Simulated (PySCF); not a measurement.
## Two-component Hartree-Fock for Cr⁺ (chromium, charge +1)

Start: [Ar] 3d4 4s1; 3d5/2 filled at m_j = -1/2, +1/2, +3/2, +5/2; 4s1/2 filled at m_j = +1/2. Calculated with PySCF 2.14 in x2c-SVPall-2c with one added diffuse shell each of s, d type (6s5p4d1f, 48 functions): generalised Hartree-Fock with the X2C-1e Hamiltonian and a Gaussian nucleus; one run each with spin-orbit coupling (SO) switched off, then screened by Boettger's factors. This is a chosen level, not necessarily the ground level.

```csv
spinor shell,electrons,"ε, spin-free (eV)","ε, screened SO (eV)",weight of nominal j (screened SO),"rms radius, screened SO (bohr)"
1s1/2,2,-6053.7,-6053.7,1.000,0.0735
2s1/2,2,-736.70,-736.70,1.000,0.316
2p1/2,2,-618.22,-624.18,0.986,0.285
2p3/2,4,-618.22,-615.30,0.993,0.288
3s1/2,2,-104.55,-104.55,1.000,0.965
3p3/2,4,-69.373,-69.646,0.832,1.05
3p1/2,2,-69.373,-68.850,0.665,1.04
3d5/2,4,-23.229,-23.224,0.693,1.38
4s1/2,1,-14.309,-14.310,1.000,3.25
```

```json
{"quantity": "E (hartree)", "spin-free": "-1049.24587", "screened SO": "-1049.25289"}
{"quantity": "M_J", "spin-free": "9/2", "screened SO": "9/2"}
{"quantity": "⟨J²⟩", "spin-free": "24.755", "screened SO": "24.755"}
{"quantity": "⟨L²⟩", "spin-free": "6.004", "screened SO": "6.007"}
{"quantity": "⟨S²⟩", "spin-free": "8.750", "screened SO": "8.749"}
```

Each row is a mean over spinors that exchange with the open shell spreads, by up to 12.654 eV (3p3/2).

Rows whose weight is well below 1 are mixtures of j = l ± 1/2: exchange outweighs spin-orbit coupling there, and the label is only the starting occupation.

Without spin-orbit coupling the j labels of p, d and f shells carry no meaning; the spin-free column gives the mean over the occupied spinors of each nl shell.
